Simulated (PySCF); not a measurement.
Match each property card to its molecule.

Structures:
1. `C1CC1N=C=O`
2. `C#[C][Ge@@H]([NH2])[F]`
3. `O=C1CCC(=O)N1`

Card P (geometry PBE0-D3(BJ)/def2-SVP):
- Rotational constants A, B, C: 5.284, 2.573, 1.992 GHz
- Point group: C1
- Dipole moment (PBE0-D3(BJ)/def2-SVP): 1.83 D

Card Q (geometry PBE0-D3(BJ)/def2-SVP):
- Rotational constants A, B, C: 5.966, 2.273, 1.680 GHz
- Static isotropic polarisability (CAM-B3LYP/def2-SVPD): 58.6 au
- Largest of the computed one-bond spin–spin couplings (means over like bonds) (B3LYP/pcJ-1, spin–dipole term left out for some pairs): 13C–1H +140.4 (×4), 15N–1H -97.3, 13C–13C +47.7 (×2), 13C–13C +35.8, 17O–13C +28.6 (×2), 15N–13C -14.0 (×2) Hz
- Vertical ionisation energy (ΔSCF CAM-B3LYP/def2-SVPD): 10.33 eV
- Point group: C2v
- Dipole moment (CAM-B3LYP/def2-SVPD): 2.19 D

Card R (geometry GFN2-xTB):
* Rotational constants A, B, C: 11.496, 2.050, 2.017 GHz
* Static isotropic polarisability (wB97X-D/def2-SVPD): 54.3 au
* Strongest line among the 8 lowest singlet transitions (TDDFT wB97X-D/def2-SVPD): S5 at 8.10 eV (153 nm, f = 0.068)
* Point group: Cs
* HOMO energy (wB97X-D/def2-SVPD): -9.33 eV

Species are written as SMILES; each is one conformer at its optimised geometry, gas phase, non-relativistic unless stated. Electronic properties by PySCF.

Problem. Which card belongs to which structure?

Solution. P = 2, Q = 3, R = 1. What ties each card to its structure:
- 1 (card R), C4H5NO, monoisotopic mass 83.0 u, 6 heavy atoms: point group Cs; an asymmetric top with C = 2.017 GHz, the highest such constant on the cards; polarisability 54.3 au for 44 electrons.
- 2 (card P), C2H4FGeN, monoisotopic mass 135.0 u, 5 heavy atoms: point group C1; an asymmetric top with C = 1.992 GHz; dipole 1.83 D.
- 3 (card Q), C4H5NO2, monoisotopic mass 99.0 u, 7 heavy atoms: point group C2v; an asymmetric top with C = 1.680 GHz, the lowest such constant on the cards; polarisability 58.6 au for 52 electrons; dipole 2.19 D.
